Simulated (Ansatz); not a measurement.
Ideal-gas functions of CH$_{2}$BrFO$_{2}$ (`OC(O)(F)Br`) at 600 K and 1 bar, from an Ansatz frequency run at PBE0-D4/def2-TZVP.

Molar mass 144.93 g/mol, point group C1 (symmetry number 1), electronic degeneracy 1, moments of inertia 88.958, 240.993, 242.261 u Å². Harmonic wavenumbers (cm⁻¹, unscaled): 240, 274, 313, 337, 416, 558, 574, 717, 966, 1113, 1240, 1328, 1359, 3782, 3848.

Use S(trans) = R[1.5 ln M + 2.5 ln T − 1.1517]; rotational temperatures θ = 24.2544 K / I; S(rot) = R[ln(√π/σ · √(T³/θAθBθC)) + 1.5]; for each mode x = 1.438777 ν̃/T, S = R[x/(eˣ − 1) − ln(1 − e⁻ˣ)] and H = RT x/(eˣ − 1); 1 cm⁻¹ = 0.0119627 kJ/mol; R = 8.31446 J/(mol·K).

Problem. By hand: the entropy, in J/(mol·K).

Solution. Translation 185.5. Rotation: θ = 0.2727, 0.1006, 0.1001 K, giving 121.5. Vibration, mode by mode: 13.02, 11.95, 10.89, 10.31, 8.67, 6.49, 6.28, 4.76, 2.97, 2.25, 1.77, 1.50, 1.41, 0.01, 0.01, in all 82.3. Electronic 0.0. Sum 389.3 J/(mol·K).

Problem. By hand: H − E and G − E in kJ/mol, counted from the electronic energy.

Solution. Zero-point energy ½ × 17065 × 0.0119627 = 102.1; thermal vibration 27.7; translation, rotation and pV give 4 RT = 20.0. H − E = 149.8 kJ/mol, and G − E = 149.8 − 600 × 389.3/1000 = -83.8 kJ/mol.

Vibration gives 21 % of the entropy. The sum counts one conformer and one mirror image; others add a mixing term.
